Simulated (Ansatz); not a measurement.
Wavefunction ladder for FH4O3Si2, SMILES `O[SiH]O[SiH](O)F` radical

Cartesian coordinates in Å:
```
O 0.2153 -1.3026 1.7511
Si -0.7239 0.0409 1.8153
O -0.8551 0.7068 0.3039
Si -0.0495 0.6964 -1.0897
O 1.3277 -0.1488 -0.8170
F -0.8968 -0.0378 -2.2140
H 0.9570 -1.2589 1.1377
H -2.0833 -0.4010 2.2448
H 0.2072 2.0597 -1.5756
H 1.9013 -0.3548 -1.5566
```

The species carries charge 0 and has multiplicity 2. The structure was optimised at the PBE0-D4/def2-TZVP level. It is one conformer, not always the lowest. Frozen core, unrestricted reference, Ansatz 0.2.0. CBS rows extrapolate triple and quadruple zeta; past MP2 they add the triple-zeta difference.

| basis | HF (Eh) | MP2 corr. | CCSD corr. | (T) | CCSD(T) total |
| --- | --- | --- | --- | --- | --- |
| def2-TZVPP | -904.65063 | -1.17288 | -1.19506 | -0.04048 | -905.88617 |
| def2-QZVPP | -904.68638 | -1.27426 | – | – | – |
| CBS(def2) | -904.69131 | -1.34936 | -1.37153 | as TZ | -906.10332 |
